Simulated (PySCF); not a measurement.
Compound: C₅H₁₀O₃.
Bonds: C1–C2, C2–C3, C3–O4, O4–C5, C5–O6, O6–C7, C7–O8, C3–O8. Hydrogens: H9, H10, H11 on C1; H12, H13 on C2; H14 on C3; H15, H16 on C5; H17, H18 on C7.

The geometry is computed with GFN2-xTB (gas phase).

Task: What internal coordinates does the optimisation give?

Result: 
```tsv
bond	length (Å)
C1–C2	1.522
C2–C3	1.522
C3–O4, C3–O8	1.409
O4–C5, C7–O8	1.396
C5–O6, O6–C7	1.399
C1–H9, C1–H10, C1–H11	1.087
C2–H12, C2–H13	1.090
C3–H14	1.115
C5–H15, C7–H18	1.091
C5–H16, C7–H17	1.112
```

Bonds in one row agree within 0.01 Å and their mean is given. A selection of angles:
```tsv
angle	degrees
C2–C1–H9	110.8
C2–C1–H10	110.0
H9–C1–H10	108.6
C1–C2–C3	111.7
C1–C2–H12	111.2
C1–C2–H13	110.4
C3–C2–H12	107.5
H12–C2–H13	108.6
C2–C3–O4	109.3
C2–C3–H14	111.2
O4–C3–O8	110.6
O4–C3–H14	108.4
C3–O4–C5	110.7
O4–C5–O6	112.2
O4–C5–H15	107.6
O4–C5–H16	109.6
O6–C5–H15	107.5
O6–C5–H16	109.4
H15–C5–H16	110.6
C5–O6–C7	109.8
```

Dihedral angles: C1–C2–C3–O4 67° (synclinal); C2–C3–O4–C5 176° (antiperiplanar); C3–O4–C5–O6 -57° (synclinal); O4–C5–O6–C7 56° (synclinal); C5–O6–C7–O8 -56° (synclinal); O6–C7–O8–C3 56° (synclinal); C2–C3–O8–C7 -175° (antiperiplanar). The mirror-image conformer, all signs reversed, is as good.

Of the pairs four or more bonds apart, O4···H11 is among the closest relative to their van der Waals radii: 2.63 Å, 97 % of the sum of Bondi's values. The 6-membered ring C3–O4–C5–O6–C7–O8 has internal angles of 109.8° to 112.3°; it is puckered, 0.21 Å rms from its mean plane, widest ring torsion 57°.

Point group: C1 (no symmetry element, even within 0.4 Å). No GFN2-xTB frequencies stand behind this structure, so it isn't proved a minimum. The numbers are those of one conformer.
